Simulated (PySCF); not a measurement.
## From computed data to an observable: oscillator strength and radiative lifetime

Se(OMe)(SeH) (CH₄OSe₂), SMILES CO[Se][SeH].

Geometry optimised at ωB97X-D3(BJ)/def2-SVP. Other conformers were not sampled.

TDA-PBE/def2-SVPD (PySCF) puts the first singlet state with f over 0.02 at 5.38 eV (vertical), with the transition dipole (-0.767, 0.613, -0.271) in atomic units.

Problem. Find the oscillator strength, the wavelength and the radiative lifetime that this transition would have in vacuum if emission retraced absorption.

Solution. 
|μ|² = 1.0375 au, so |μ| = 2.59 D. ΔE = 5.38/27.211 = 0.1977 hartree. f = (2/3) ΔE |μ|² = 0.137 (the program prints 0.137).
λ = 1239.84/5.38 = 230 nm; ν = 43393 cm⁻¹.
Einstein's coefficient A = 0.6670 ν² f s⁻¹ (ν in cm⁻¹) = 1.7e8 s⁻¹, so τ = 1/A = 5.8 ns. This state is S7; the lower singlets have f = 0.010, 0.001, 0.007, 0.001, 0.003, 0.001. The figure is the radiative limit of this one transition; relaxation, internal conversion, crossing to triplets and a medium change what is measured.
